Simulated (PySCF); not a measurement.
Pd: ionisation energy

Pd [Kr] 4d10 (1S) → Pd⁺ [Kr] 4d9 (2D), as a difference of total energies. Calculation: PySCF 2.14, in def2-SVP with the def2 core potential (28 electrons) (5s3p2d1f, 31 functions); a scalar-relativistic core potential. Correlated levels: valence: 4s2 4p6 frozen. The calculations carry no spin-orbit coupling.

```csv
method,ionisation energy (eV),error (eV)
UHF,6.270,-2.242
MN15,8.735,+0.223
PBE,8.719,+0.207
MP2 (valence),7.893,-0.619
SCS-MP2 (valence),7.719,-0.793
```

Reference: 8.512 eV (measured; NIST levels, between the centres of gravity of the two terms).

Errors of the correlated levels include the incompleteness of this basis and the frozen core.
